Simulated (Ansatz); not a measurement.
Basis sets compared for Sn₃O₄. The state is a singlet with charge 0. Geometry r2SCAN-D4/def2-SVP. Ansatz on 4 threads of Arm Neoverse V2 on a shared host; times are rough, and most runs start from earlier orbitals.

```xyz
7

Sn   -1.648   -1.302   -0.464
Sn   -0.546    1.645    0.443
Sn    2.068   -0.641    0.397
O     1.370    1.081    0.968
O    -0.323    0.256   -1.391
O     0.520   -0.928   -1.055
O    -1.441   -0.111    1.102
```

In the def2 sets Sn takes a core potential; there is no spin–orbit coupling. The structure holds one bond between oxygen atoms, so isomers without such links may lie far lower. Another isomer (singlet) lies 0.13 eV lower at PBE0-D4/def2-TZVP; other spin states weren't run for this one.

Binding counts from free atoms (Sn triplet, O triplet) in the same basis, without a counterpoise term.

```csv
level,functions,energy (Eh),HOMO (eV),LUMO (eV),binding per atom (eV),wall time
PBE-D4/def2-SVP,134,-943.3658,-5.43,-2.96,3.79,1.4 s
PBE0-D4/def2-SVP,134,-943.3408,-6.46,-2.29,3.41,2.3 s
```

Problem. Estimate the rows for PBE-D4/def2-TZVP (with forces), PBE0-D4/def2-TZVP.

Solution. 
| level | functions | energy (Eh) | HOMO (eV) | LUMO (eV) | binding per atom (eV) | wall time |
| --- | --- | --- | --- | --- | --- | --- |
| PBE-D4/def2-TZVP (with forces) | 274 | -943.7709 | -5.53 | -3.05 | 3.83 | 4.1 s |
| PBE0-D4/def2-TZVP | 274 | -943.7444 | -6.54 | -2.37 | 3.48 | 6.5 s |
